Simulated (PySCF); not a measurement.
These are B3LYP-D3(BJ)/def2-TZVP (PySCF) values and carry that method's errors. Isolated molecules, 0 K electronic values unless said otherwise. One relaxed conformer stands for a flexible species; it need not be the lowest. B3LYP has the VWN-RPA correlation part, as in Gaussian. Excitations are Tamm–Dancoff values on a coarser integration grid. The basis has no diffuse functions, so Rydberg states are missing or too high.

Reference species (SMILES): `C=BCN` (neutral, multiplicity 1).

```
Property               Result
-------------------  --------
HOMO                 -6.16 eV
HOMO–LUMO gap         5.23 eV
LUMO                 -0.93 eV
T1 excitation (TDA)   3.25 eV
```

After one change: the HOMO drops by 0.98 eV; the HOMO–LUMO gap falls by 0.17 eV; the LUMO decreases by 1.15 eV; the T1 excitation (TDA) rises by 0.13 eV.

Q: What was changed between the two runs? The new species is one of these.
A. `C=CBN` (C–C–B–N torsion 180°)
B. `BCN=C`
C. `[H]/N=C(\B)C`
D. `N[C@@H]1BC1`

A: C, `[H]/N=C(\B)C`
